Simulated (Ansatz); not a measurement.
BH$_{4}$PSSe. Total charge 0; spin multiplicity 1. The bonds changed during the relaxation, so this is another structure than the one it started from.

```json
{"atom": "B1", "x (Å)": "0.3564", "y (Å)": "-0.0647", "z (Å)": "1.1156"}
{"atom": "P2", "x (Å)": "0.7003", "y (Å)": "-0.1928", "z (Å)": "-0.7719"}
{"atom": "S3", "x (Å)": "-0.6140", "y (Å)": "-1.7336", "z (Å)": "-1.2789"}
{"atom": "Se4", "x (Å)": "-0.8341", "y (Å)": "1.3953", "z (Å)": "0.0745"}
{"atom": "H5", "x (Å)": "1.2020", "y (Å)": "0.4952", "z (Å)": "1.7464"}
{"atom": "H6", "x (Å)": "-0.3922", "y (Å)": "-0.8437", "z (Å)": "1.6261"}
{"atom": "H7", "x (Å)": "-0.5579", "y (Å)": "-1.5548", "z (Å)": "-2.6114"}
{"atom": "H8", "x (Å)": "0.1396", "y (Å)": "2.4991", "z (Å)": "0.0996"}
```

Problem. List the harmonic frequencies (cm⁻¹, unscaled) at PBE0-D4/def2-TZVP in Ansatz. (Best estimate.)

Solution. Ansatz gave: 121, 195, 317, 353, 371, 450, 506, 642, 674, 702, 791, 864, 898, 1128, 2424, 2576, 2676, 2686.

Problem. Is this a minimum?

Solution. Yes, all 18 modes are real.

Problem. Give the ideal-gas thermochemistry at 298.15 K and 1 bar (rigid rotor, harmonic oscillator; point group C1, symmetry number 1).

Solution. Zero-point energy 109.9 kJ/mol; H(298) − E = 128.8 kJ/mol; entropy 337.4 J/(mol·K), of which translation 171.9, rotation 115.9, vibration 49.6; G(298) − E = 28.2 kJ/mol.
